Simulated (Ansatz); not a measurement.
Coupled-cluster diagnostics for [NbOCl4]- (NbCl₄O⁻), Ansatz.

Geometry of the singlet (B3LYP-D4/def2-SVPD):

Cartesian coordinates in Å:
```
Nb 0.014 0.038 0.103
O 0.227 0.628 1.677
Cl -1.216 -2.019 0.406
Cl 1.956 -1.347 -0.277
Cl 1.095 1.686 -1.294
Cl -2.077 1.013 -0.615
```

In the def2 sets Nb takes a core potential; there is no spin–orbit coupling. Correlated methods freeze 21 core orbitals; core or outer-core shells of Nb are correlated, in sets that lack core-valence functions.

Task: Estimate the CCSD(T) correlation energy, the shares of MP2 and (T), T1 and the reference's ⟨S²⟩ for: charge -1, singlet, own geometry in def2-SVPD; and the rough time on 4 threads of Intel Xeon on a shared host.

Result: 
```tsv
state	basis	correlation (eV)	MP2 share (%)	(T) share (%)	T1	⟨S²⟩ (pure)	wall time
charge -1, singlet, own geometry	def2-SVPD	-32.909	96.1	4.5	0.020	0.00 (0.00)	31 s
```
Customary marks for T1 are 0.02 (closed shells), 0.045 (open shells) and about 0.05 (3d metals). T1 exceeds 0.02 in 1 of 1 rows and 0.045 in 0; the higher it lies, the less the single-reference result can be trusted.
